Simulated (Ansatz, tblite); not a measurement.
Removing an electron: [NbO2F2]- (NbO2F2⁻). Total charge -1; singlet. Geometry: PBE-D4/def2-SVPD. Ansatz, gas phase; energy differences of separate SCF runs; the oxidised species was run as a doublet alone.

```
atom   x (Å)   y (Å)   z (Å)
 Nb1   0.036  -0.007  -0.015
  O2   0.625   0.502  -1.599
  O3   1.339  -0.878   0.797
  F4  -1.522  -1.180  -0.226
  F5  -0.479   1.563   1.043
```

In the def2 sets Nb takes a core potential; there is no spin–orbit coupling. The xTB rows come from tblite.

```csv
level,−HOMO (eV),vertical IE (eV),−LUMO (eV),HOMO–LUMO gap (eV)
GFN1-xTB,6.80,10.29,3.67,3.13
GFN2-xTB,7.13,11.05,3.80,3.32
PBE-D4/def2-TZVPD,1.47,4.89,-3.00,4.47
r2SCAN-D4/def2-TZVPD,1.77,4.90,-3.19,4.96
PBE0-D4/def2-TZVPD,3.02,5.04,-3.59,6.60
```

Relaxing the oxidised species (PBE-D4/def2-SVPD) changes its energy by -0.21 eV at PBE-D4/def2-TZVPD, so the adiabatic ionisation energy to this nearest minimum is 4.67 eV. At PBE0-D4/def2-TZVPD it is 4.77 eV.    Raw xTB energy differences between charge states are shifted by several eV; the methods need an empirical correction for them.
